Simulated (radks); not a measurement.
Species: Pb15+. Configuration: [Kr] 4d10 4f14 5s2 5p5. Calculated with a radial shooting solver on a logarithmic mesh with Libxc functionals: scalar-relativistic Kohn-Sham, PBE, spin-polarised, spherical densities, finite nucleus; open shells are filled with parallel spins first (spin-orbit coupling, left out, can overturn this in heavy ions); Fermi nuclear charge, rms radius 5.5012 fm.

Normalised radial functions P(r) = r R(r), r in bohr:

```
   r/bohr * 4d down, o 4f up, + 5p down (the largest magnitude, 1.58, reaches the edge; | marks zero, & curves that meet)
 0.001188                             &
 0.001787                             &
 0.002666                             &
 0.003977                             &+
 0.005934                             &+
 0.008852                             & +
  0.01321                             &  +
   0.0197                             o*   +
  0.02939                             o  *  +
  0.04384                             |o   + *
  0.06541                             |+o          *
  0.09836                       +     |    o           *
   0.1467                     +       |           &
   0.2189                     *       |  +                 o
   0.3266  *                          |            +            o
   0.4872   *                        +|                      o
   0.7268         +        *          |            o
    1.084            +              * |   o
    1.617                        +    &
    2.413                             &
```

4d down: eigenvalue -700.10 eV, 1 radial node at r = 0.191 bohr, <r> = 0.428 bohr, 90 % of the charge inside 0.636 bohr. 4f up: eigenvalue -430.09 eV, 0 radial nodes, <r> = 0.444 bohr, 90 % of the charge inside 0.699 bohr. 5p down: eigenvalue -357.51 eV, 3 radial nodes at r = 0.0693, 0.199, 0.481 bohr, <r> = 0.886 bohr, 90 % of the charge inside 1.25 bohr.
